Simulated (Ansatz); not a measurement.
Basis-set extrapolation for C2H11NSi2, SMILES `CC[SiH](N)[SiH3]` (PBE0-D4/def2-TZVP geometry, frozen core, Ansatz). Multiplicity 1, RHF reference.

```csv
,def2-TZVPP,def2-QZVPP
HF,-714.561961,-714.586727
MP2 correlation,-0.825945,-0.882206
CCSD(T) correlation,-0.929770,not run
```

Energies in hartree. Use E(X) = E(∞) + A·exp(−7.88·√X) for Hartree–Fock and E(X) = E(∞) + B·X^(−2.97) for correlation, with X = 3 and 4, and add CCSD(T) minus MP2 of the smaller set to the MP2 limit.

Task: What is the CCSD(T) energy at the basis-set limit?

Result: HF limit: -714.586727 + (-0.024766) × 0.13774 = -714.59014. MP2 limit: -0.882206 + (-0.056261) × 0.74074 = -0.92388. Higher-order term: -0.929770 − (-0.825945) = -0.10382. Total: -715.61784 hartree, 3.43 eV below CCSD(T)/def2-TZVPP.
